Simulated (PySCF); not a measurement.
C$_{3}$H$_{9}$GeO$_{4}$, doublet, at a GFN2-xTB geometry; SVWN5/STO-3G run with PySCF.

Input for PySCF:
```python
from pyscf import gto, scf, dft

mol = gto.M(
    atom='''
C    -0.458247    2.496387    0.684152
O     0.044700    1.757571   -0.381193
Ge    0.064079   -0.019907   -0.413542
O     0.303099   -0.871724   -1.752527
O    -1.527638   -0.262133    0.438753
C    -2.222907   -1.463008    0.519770
O     1.243035   -0.358158    0.954839
C     2.408319   -1.100536    0.828463
H    -0.858785    3.427891    0.269637
H    -1.272268    1.964940    1.188503
H     0.331586    2.727905    1.404946
H    -2.373757   -1.909465   -0.468957
H    -1.722171   -2.183560    1.172086
H    -3.210122   -1.220662    0.930396
H     2.506679   -1.717716    1.730701
H     3.276372   -0.431090    0.788603
H     2.403394   -1.742753   -0.055840
''',
    basis='sto-3g',
    charge=0,
    spin=1,
    verbose=4,
    symmetry=True,
)

mf = dft.UKS(mol)
mf.xc = 'lda,vwn'
mf.kernel()
mf.analyze()
```

The log (banner, timings and long lists left out):

```
PySCF version 2.14.0

[INPUT] verbose = 4
[INPUT] num. atoms = 17
[INPUT] num. electrons = 91
[INPUT] charge = 0
[INPUT] spin (= nelec alpha-beta = 2S) = 1
[INPUT] symmetry True subgroup None
[INPUT] Mole.unit = angstrom
[INPUT] Symbol           X                Y                Z      unit          X                Y                Z       unit  Magmom
[...]
nuclear repulsion = 755.345001419376
point group symmetry = C1
symmetry origin: [0. 0. 0.]
symmetry axis x: [1. 0. 0.]
symmetry axis y: [0. 1. 0.]
symmetry axis z: [0. 0. 1.]
num. orbitals of irrep A = 62
number of shells = 38
number of NR pGTOs = 186
number of NR cGTOs = 62
basis = sto-3g
ecp = {}

******** <class 'pyscf.dft.uks.UKS'> ********
method = UKS
initial guess = minao
damping factor = 0
level_shift factor = 0
DIIS = <class 'pyscf.scf.diis.CDIIS'>
diis_start_cycle = 1
diis_space = 8
diis_damp = 0
SCF conv_tol = 1e-09
SCF conv_tol_grad = None
SCF max_cycles = 50
direct_scf = True
direct_scf_tol = 1e-13
number electrons alpha = 46  beta = 45
XC library pyscf.dft.libxc version 7.1.2
    S. Lehtola, C. Steigemann, M. J. T. Oliveira, and M. A. L. Marques,  SoftwareX 7, 1–5 (2018)
XC functionals = lda,vwn
    P. A. M. Dirac,  Math. Proc. Cambridge Philos. Soc. 26, 376 (1930)
    F. Bloch,  Z. Phys. 57, 545 (1929)
    S. H. Vosko, L. Wilk, and M. Nusair,  Can. J. Phys. 58, 1200 (1980)
radial grids:
    Treutler-Ahlrichs [JCP 102, 346 (1995); DOI:10.1063/1.469408] (M4) radial grids

becke partition: Becke, JCP 88, 2547 (1988); DOI:10.1063/1.454033
pruning grids: <function nwchem_prune>
grids dens level: 3
symmetrized grids: True
atomic radii adjust function: <function treutler_atomic_radii_adjust>
small_rho_cutoff = 0
Set gradient conv threshold to 3.16228e-05
tot grids = 207600
init E= -2460.01894964662

cycle= 1 E= -2460.78274164908  delta_E= -0.764  |g|= 0.703  |ddm|= 3.67
cycle= 2 E= -2450.87260826683  delta_E= 9.91  |g|= 2.93  |ddm|= 6.36
cycle= 3 E= -2460.94820442945  delta_E= -10.1  |g|= 0.753  |ddm|= 5.99
cycle= 4 E= -2460.43887605356  delta_E= 0.509  |g|= 1.24  |ddm|= 2.24
cycle= 5 E= -2461.23364384558  delta_E= -0.795  |g|= 0.38  |ddm|= 1.58
cycle= 6 E= -2461.28631016347  delta_E= -0.0527  |g|= 0.321  |ddm|=  1.5
cycle= 7 E= -2461.32161880978  delta_E= -0.0353  |g|= 0.219  |ddm|= 1.48
cycle= 8 E= -2461.35337875031  delta_E= -0.0318  |g|= 0.104  |ddm|= 1.22
cycle= 9 E= -2461.1561767403  delta_E= 0.197  |g|= 0.463  |ddm|= 1.47

cycle= 10 E= -2461.27811625388  delta_E= -0.122  |g|= 0.302  |ddm|= 0.719

cycle= 11 E= -2461.32368956422  delta_E= -0.0456  |g|= 0.214  |ddm|= 0.861
cycle= 12 E= -2461.34870133984  delta_E= -0.025  |g|= 0.124  |ddm|= 1.46
cycle= 13 E= -2461.36044608206  delta_E= -0.0117  |g|= 0.0671  |ddm|= 1.36

cycle= 14 E= -2461.35673656877  delta_E= 0.00371  |g|= 0.0817  |ddm|= 0.723
cycle= 15 E= -2461.35463646757  delta_E= 0.0021  |g|= 0.0921  |ddm|= 1.28

cycle= 16 E= -2461.35729446283  delta_E= -0.00266  |g|= 0.0761  |ddm|= 0.504

cycle= 17 E= -2461.36337480188  delta_E= -0.00608  |g|= 0.0305  |ddm|= 1.18
cycle= 18 E= -2461.33710593842  delta_E= 0.0263  |g|= 0.157  |ddm|= 1.43
cycle= 19 E= -2461.34320008447  delta_E= -0.00609  |g|= 0.133  |ddm|= 0.106

cycle= 20 E= -2461.33085688646  delta_E= 0.0123  |g|= 0.179  |ddm|= 0.217

cycle= 21 E= -2461.32738557669  delta_E= 0.00347  |g|= 0.191  |ddm|= 0.163

cycle= 22 E= -2461.36032071767  delta_E= -0.0329  |g|= 0.0581  |ddm|= 1.41
cycle= 23 E= -2461.33796812034  delta_E= 0.0224  |g|= 0.156  |ddm|= 1.44

cycle= 24 E= -2461.34125097838  delta_E= -0.00328  |g|= 0.158  |ddm|= 0.679

cycle= 25 E= -2461.33964451714  delta_E= 0.00161  |g|= 0.166  |ddm|= 0.0919
cycle= 26 E= -2461.32312652173  delta_E= 0.0165  |g|= 0.219  |ddm|= 0.294
cycle= 27 E= -2461.32388683361  delta_E= -0.00076  |g|= 0.213  |ddm|= 0.364

cycle= 28 E= -2461.34786990887  delta_E= -0.024  |g|= 0.121  |ddm|= 0.392

cycle= 29 E= -2461.358992556  delta_E= -0.0111  |g|= 0.0737  |ddm|= 0.58

[...]
SCF not converged.
Total Energy =                       -2461.355035836917523
[...]
spin_pop of  0 C 2pz      -0.00185
spin_pop of  1 O 1s       -0.00000
spin_pop of  1 O 2s       -0.00142
spin_pop of  1 O 2px       0.00261
spin_pop of  1 O 2py       0.07741
spin_pop of  1 O 2pz       0.03961
spin_pop of  2 Ge 1s       -0.00000
spin_pop of  2 Ge 2s       -0.00000
spin_pop of  2 Ge 3s       -0.00000
spin_pop of  2 Ge 4s       -0.01262
spin_pop of  2 Ge 2px      -0.00000
spin_pop of  2 Ge 2py      -0.00000
spin_pop of  2 Ge 2pz      -0.00000
spin_pop of  2 Ge 3px      -0.00001
spin_pop of  2 Ge 3py      -0.00000
spin_pop of  2 Ge 3pz       0.00000
spin_pop of  2 Ge 4px      -0.01744
spin_pop of  2 Ge 4py      -0.01719
spin_pop of  2 Ge 4pz      -0.01230
spin_pop of  2 Ge 3dxy      0.00508
spin_pop of  2 Ge 3dyz      0.02317
spin_pop of  2 Ge 3dz^2     0.01631
spin_pop of  2 Ge 3dxz      0.01962
spin_pop of  2 Ge 3dx2-y2    0.05317
spin_pop of  3 O 1s       -0.00000
spin_pop of  3 O 2s        0.00178
spin_pop of  3 O 2px       0.11691
spin_pop of  3 O 2py       0.15157
spin_pop of  3 O 2pz       0.23062
spin_pop of  4 O 1s       -0.00000
spin_pop of  4 O 2s       -0.00075
spin_pop of  4 O 2px       0.02369
spin_pop of  4 O 2py       0.01521
spin_pop of  4 O 2pz       0.00699
spin_pop of  5 C 1s       -0.00000
spin_pop of  5 C 2s       -0.00100
spin_pop of  5 C 2px      -0.00178
spin_pop of  5 C 2py      -0.00287
spin_pop of  5 C 2pz      -0.00073
spin_pop of  6 O 1s       -0.00000
spin_pop of  6 O 2s       -0.00026
spin_pop of  6 O 2px       0.00360
spin_pop of  6 O 2py       0.01510
spin_pop of  6 O 2pz       0.23239
spin_pop of  7 C 1s       -0.00000
spin_pop of  7 C 2s       -0.00091
spin_pop of  7 C 2px      -0.00263
spin_pop of  7 C 2py      -0.00040
spin_pop of  7 C 2pz      -0.00044
spin_pop of  8 H 1s        0.00739
spin_pop of  9 H 1s        0.00554
spin_pop of  10 H 1s       -0.00029
spin_pop of  11 H 1s        0.00080
spin_pop of  12 H 1s        0.00038
spin_pop of  13 H 1s        0.00311
spin_pop of  14 H 1s        0.01594
spin_pop of  15 H 1s        0.00170
spin_pop of  16 H 1s        0.00742
 ** Mulliken Spin Density (per atom)  **
spin density of  0 C =     -0.00408
spin density of  1 O =      0.11821
spin density of  2 Ge =      0.05780
spin density of  3 O =      0.50088
spin density of  4 O =      0.04514
spin density of  5 C =     -0.00638
spin density of  6 O =      0.25083
spin density of  7 C =     -0.00438
spin density of  8 H =      0.00739
spin density of  9 H =      0.00554
spin density of  10 H =     -0.00029
spin density of  11 H =      0.00080
spin density of  12 H =      0.00038
spin density of  13 H =      0.00311
spin density of  14 H =      0.01594
spin density of  15 H =      0.00170
spin density of  16 H =      0.00742
 ** Mulliken pop alpha/beta on meta-lowdin orthogonal AOs **
 ** Mulliken pop       alpha | beta **
In total            46.00000 | 45.00000
 ** Mulliken atomic charges   ( Nelec_alpha | Nelec_beta ) **
charge of  0C =     -0.10505  (     3.05049      3.05456 )
charge of  1O =     -0.17899  (     4.14860      4.03039 )
charge of  2Ge =      0.62681  (    15.71549     15.65769 )
charge of  3O =     -0.28125  (     4.39106      3.89018 )
charge of  4O =     -0.29753  (     4.17134      4.12620 )
charge of  5C =     -0.10551  (     3.04956      3.05595 )
charge of  6O =     -0.08267  (     4.16675      3.91592 )
charge of  7C =     -0.10582  (     3.05072      3.05510 )
charge of  8H =      0.06476  (     0.47132      0.46393 )
charge of  9H =      0.06433  (     0.47061      0.46506 )
charge of  10H =      0.05406  (     0.47283      0.47311 )
charge of  11H =      0.05150  (     0.47465      0.47385 )
charge of  12H =      0.05261  (     0.47389      0.47351 )
charge of  13H =      0.06244  (     0.47033      0.46723 )
charge of  14H =      0.06864  (     0.47365      0.45771 )
charge of  15H =      0.05245  (     0.47463      0.47293 )
charge of  16H =      0.05923  (     0.47409      0.46668 )
Dipole moment(X, Y, Z, Debye):  1.27803, -0.30463,  1.82622
```

Convergence was not reached.
